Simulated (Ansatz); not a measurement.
Frontier orbitals of CH₄AlCl₂N, SMILES `C[NH][Al]([Cl])[Cl]`.

The species carries charge 0 and has multiplicity 1. All single points use the PBE0-D4/def2-TZVP geometry. It is one conformer, not always the lowest. Basis def2-TZVPP, Ansatz.

| functional | HOMO (eV) | LUMO (eV) | gap (eV) |
| --- | --- | --- | --- |
| PBE | -5.94 | -1.38 | 4.56 |
| PBE0 | -7.28 | -0.53 | 6.75 |
| r2SCAN0 | -7.47 | -0.28 | 7.19 |
| BHLYP | -8.55 | 0.26 | 8.81 |
| CAM-B3LYP | -8.69 | 0.40 | 9.09 |
| LC-ωPBE | -10.10 | 1.66 | 11.76 |
| ωB97M-V | -9.61 | 1.13 | 10.74 |
| HF | -10.57 | 2.42 | 12.99 |

Against PBE, PBE0 changes HOMO and LUMO by −1.34 and +0.85 eV, ωB97M-V by −3.67 and +2.51 eV. A gap of 4.56 eV thus becomes 10.74 eV for the same molecule, so an orbital gap means little without its functional. A positive LUMO is unbound and depends on the basis.

LC-ωPBE has ω = 0.4 bohr⁻¹.
